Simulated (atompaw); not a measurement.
**Cutoff test, O (Z = 8), PAW (atompaw)**

```
Element                 : O (Z = 8)
Generator               : atompaw 4.2.0.5
Type                    : PAW
Functional              : PBEsol
Relativity              : scalar-relativistic
Frozen core             : [He]
Valence charge          : 6
Reference configuration : 2s2 2p4
Partial waves           : 2s (bound): rc 1.70 bohr; 2s channel at 0.9 Ry: rc 0.90 bohr; 2p (bound): rc 1.70 bohr; 2p channel at -0.25 Ry: rc 1.70 bohr
Local potential         : ultrasoft scheme with l = 2 at 0 Ry, radius 1.65 bohr
Core correction         : smooth core density matched at 1.35 bohr
Augmentation charge     : sinc compensation charge, radius 1.25 bohr; PAW radius 1.70 bohr; waves and projectors: custom polynom gramschmidtortho
```

The pseudo-atom Hamiltonian at the reference potential is diagonalised in spherical Bessel functions j_l(qr) that vanish at 20 bohr, with q² up to the cutoff. All-electron valence levels (Ry): 2s -1.7499, 2p -0.6596.

Task: How do the lowest levels (Ry) of each channel move with the cutoff, and are there ghosts?

Result:

```csv
cutoff (Ry),s #1,s #2,s #3,p #1,d #1,d #2,f #1,f #2,Σ f·Δε (mRy)
8,-1.6981,-0.0063,0.0716,-0.2840,0.0790,0.1882,0.1203,0.2625,1605.9
12,-1.7429,-0.0078,0.0705,-0.5322,0.0790,0.1882,0.1203,0.2625,523.6
21,-1.7498,-0.0082,0.0701,-0.6554,0.0790,0.1882,0.1203,0.2625,16.9
30,-1.7498,-0.0084,0.0699,-0.6590,0.0790,0.1882,0.1203,0.2625,2.4
45,-1.7499,-1.0950,-0.0076,-0.6595,0.0790,0.1882,0.1203,0.2625,0.4
55,-1.7500,-1.7102,-0.0078,-0.6596,0.0790,0.1882,0.1203,0.2625,0.4
400,-1.9422,-1.7499,-0.0078,-0.6596,0.0790,0.1882,0.1203,0.2625,0.0
```

Result: ghost state, extra bound levels that the all-electron valence spectrum of the same l lacks: s at -26.4 eV (a true bound ghost makes a file unfit for plane-wave use); 10 mRy is reached at 25 Ry and 1 mRy at 45 Ry.
